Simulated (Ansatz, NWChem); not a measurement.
## How basis sets differ on GaNH2BrCl (SMILES [NH2][Ga]([Cl])[Br])

GaNH2BrCl has 6 atoms, charge 0, and is taken as a singlet. As SMILES, `[NH2][Ga]([Cl])[Br]`. The coordinates come from a PBE0-D4/def2-TZVP relaxation.

Quantity: the dipole moment, in D. The values are calculated.

| level | kind | program | value (D) |
| --- | --- | --- | --- |
| HF/STO-3G | Hartree–Fock | Ansatz | 3.16 |
| HF/3-21G | Hartree–Fock | Ansatz | 3.58 |
| HF/def2-SVP | Hartree–Fock | Ansatz | 2.63 |
| HF/def2-TZVP | Hartree–Fock | NWChem | 2.50 |

All-electron rows without a relativistic Hamiltonian named are non-relativistic. The values span 2.50 to 3.58 D. Sets without polarisation functions give poor dipoles.
